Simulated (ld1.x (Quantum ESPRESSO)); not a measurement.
**Configuration tests for tantalum (Ta) (ultrasoft)**

| Quantity | Value |
| --- | --- |
| Element | Ta |
| Generator | ld1.x (Quantum ESPRESSO) 7.5 |
| Type | ultrasoft |
| Functional | PBE |
| Relativity | scalar-relativistic |
| Frozen core | [Xe] 4f14 |
| Valence charge | 5 |
| Reference configuration | 5d3 6s1.5 6p0 (charge +0.5) |
| Partial waves | 6s (bound): rcut 2.75, rcutus 2.95 bohr; 6s channel at 0.8 Ry: rcut 2.75, rcutus 2.95 bohr; 6p (bound, empty): rcut 2.95, rcutus 3.95 bohr; 6p channel at 1 Ry: rcut 2.95, rcutus 3.95 bohr; 5d (bound): rcut 2.20, rcutus 2.95 bohr; 5d channel at 3.3 Ry: rcut 2.20, rcutus 2.95 bohr |
| Local potential | all-electron potential smoothed inside 2.40 bohr (lloc = -2) |
| Core correction | none |
| Augmentation charge | PSQ, radius 2.35 bohr |

Energies are relative to the spin-unpolarised reference configuration 5d3 6s1.5 6p0; without spin polarisation the order of configurations can differ from experiment. The frozen-core shift is the all-electron ΔE with the core orbitals held at their reference shape minus the fully relaxed ΔE.

```
valence configuration  charge  ΔE all-electron (eV)  error AE − PS (meV)  frozen-core shift (meV)
          5d3 6s2 6p0       0                -3.461                 +1.5                     -0.8
          5d3 6s0 6p0      +2                19.978                  +47                      +18
          5d3 6s0 6p2       0                 5.134                  +21                     +5.7
      5d3.5 6s1.5 6p0       0                -2.472                 -8.6                     +6.6
          5d4 6s0 6p0      +1                 6.440                 +112                      +37
```

**Question.** What are ΔE and the potential's error for 5d3 6s1 6p0?

**Answer.** ΔE = 5.006 eV all-electron; the error (AE − PS) is -1.6 meV.

**Question.** What are ΔE and the potential's error for 5d3 6s1 6p1?

**Answer.** ΔE = 0.717 eV all-electron; the error (AE − PS) is +3.9 meV.

A variational frozen-core shift is positive and of second order in the change. This column holds negative values, so the frozen-core run of ld1.x carries numerical noise or an error of first order here, and the column gives no more than the rough size of the effect.
